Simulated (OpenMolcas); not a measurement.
**Multiconfigurational calculation on Be⁺**

Input:

```
&GATEWAY
Coord
1

Be 0.0 0.0 0.0
Basis=ANO-L-VDZP
Group=XYZ
NoMove
AngMom=0.0 0.0 0.0
AMFI
&SEWARD
* reference wave functions (RASSCF and RASSI steps not shown): 1 electron in 8 orbitals (2s 2p 3s 3p)
>>> COPY JOB001 $Project.JobIph
&CASPT2
Multistate=1 1
Frozen=0 0
IPEA=0.75
Sig1=0.5
MaxIter=60
WThr=0.0 0.3 0.05
PrWF=0.5
NoMix
>>> COPY JOB002 $Project.JobIph
&CASPT2
XMultistate=3 1 2 3
Frozen=0 0
IPEA=0.75
Sig1=0.5
MaxIter=60
WThr=0.0 0.3 0.05
PrWF=0.5
NoMix
```

Launched by
```bash
OMP_NUM_THREADS=1 MOLCAS_MEM=2252 MOLCAS_PROJECT=a pymolcas a.inp > a.log  # once for each step of the input, in one work folder
```

Output, cut to the results:

```
--- CASPT2 ---
Orbital specifications:
      -----------------------

      Symmetry species                           1   2
                                                ag  au
      Frozen orbitals                            0   0
      Inactive orbitals                          1   0
      Active orbitals                            2   6
      Secondary orbitals                         5   0
      Deleted orbitals                           0   0
      Number of basis functions                  8   6
Type of calculation                        SS-CASPT2
      Fock operator                              state-specific
      IPEA shift                                 0.75
      Real shift                                 0.00
      Imaginary shift                            0.00
      Sigma^1 regularizer                        0.50
      The input orbitals will be transformed to quasi-canonical
Reference energy:         -14.2772493915
      E2 (Non-variational):      -0.0006212570
      Shift correction:          -0.0000000029
      E2 (Variational):          -0.0006212599
      Total energy:             -14.2778706514
      Residual norm:              0.0000000355
      Reference weight:           0.99992
      Contributions to the CASPT2 correlation energy
      Active & Virtual Only:         -0.0000000000
      One Inactive Excited:          -0.0003202787
      Two Inactive Excited:          -0.0003009783
::    CASPT2 Root  1     Total energy:    -14.27787065
--- CASPT2 ---
Orbital specifications:
      -----------------------

      Symmetry species                           1   2
                                                ag  au
      Frozen orbitals                            0   0
      Inactive orbitals                          1   0
      Active orbitals                            2   6
      Secondary orbitals                         5   0
      Deleted orbitals                           0   0
      Number of basis functions                  8   6
Type of calculation                        XMS-CASPT2
      Fock operator                              state-average
      IPEA shift                                 0.75
      Real shift                                 0.00
      Imaginary shift                            0.00
      Sigma^1 regularizer                        0.50
      The input orbitals will be transformed to quasi-canonical
      The input states will be rotated to diagonalize the Fock operator
Reference energy:         -14.1292782223
      E2 (Non-variational):      -0.0008887244
      Shift correction:          -0.0000000075
      E2 (Variational):          -0.0008887319
      Total energy:             -14.1301669541
      Residual norm:              0.0000000004
      Reference weight:           0.99988
      Contributions to the CASPT2 correlation energy
      Active & Virtual Only:          0.0000000000
      One Inactive Excited:          -0.0003681293
      Two Inactive Excited:          -0.0005205951
Reference energy:         -14.1292782223
      E2 (Non-variational):      -0.0008890019
      Shift correction:          -0.0000000077
      E2 (Variational):          -0.0008890096
      Total energy:             -14.1301672318
      Residual norm:              0.0000000004
      Reference weight:           0.99988
      Contributions to the CASPT2 correlation energy
      Active & Virtual Only:          0.0000000000
      One Inactive Excited:          -0.0003685976
      Two Inactive Excited:          -0.0005204043
::    XMS-CASPT2 Root  1     Total energy:    -14.13016733
::    XMS-CASPT2 Root  2     Total energy:    -14.13016717
::    XMS-CASPT2 Root  3     Total energy:    -14.13016693
```

In XMS-CASPT2 the single-state energies belong to rotated reference states; over a whole degenerate manifold the rotation is arbitrary, and only the multistate roots count.

Levels above the lowest, from the spin-orbit matrix with the multistate effective Hamiltonian, averaged by term, added to it:

| Configuration | Term | J | E (cm-1) | Measured (cm-1) | Term weight % |
| --- | --- | --- | --- | --- | --- |
| 2s | 2S | 1/2 | 0.0 | 0.0 | 100 |
| 2p | 2P* | 1/2 | 32414 | 31929 | 100 |
| 2p | 2P* | 3/2 | 32419 | 31935 | 100 |

Against the 2 measured excited levels shown (NIST Handbook of Basic Atomic Spectroscopic Data) the mean absolute deviation is 480 cm-1; the largest miss in energy is 2p 2P* 1/2: computed 32414, measured 31929 cm-1 (+1.5 %).

With one active electron outside closed inactive shells, the extra shells (3p 3s) add no correlation to the reference. ANO sets are built for ground and valence states and can reach diffuse excited orbitals poorly. With one active electron, CASPT2 adds the correlation within the correlated inactive shells and between them and that electron, and leaves the splitting within a term as the reference gives it. Measured partners are found by configuration, term and J. A level has none where our copy of the source lacks it or the pairing is in doubt (some pairs that miss far off the trend of their configuration count as doubtful), and it then counts in no deviation. Levels of configurations outside the active space are missing. The first state left out of the spin-orbit step lies near 99000 cm-1 above the lowest spin-free state of the reference (among the parities and spins computed), and the list stops at four fifths of that energy or lower.

The term weight is that of the spin-free term in the level, not the purity of its configuration. * marks odd parity.
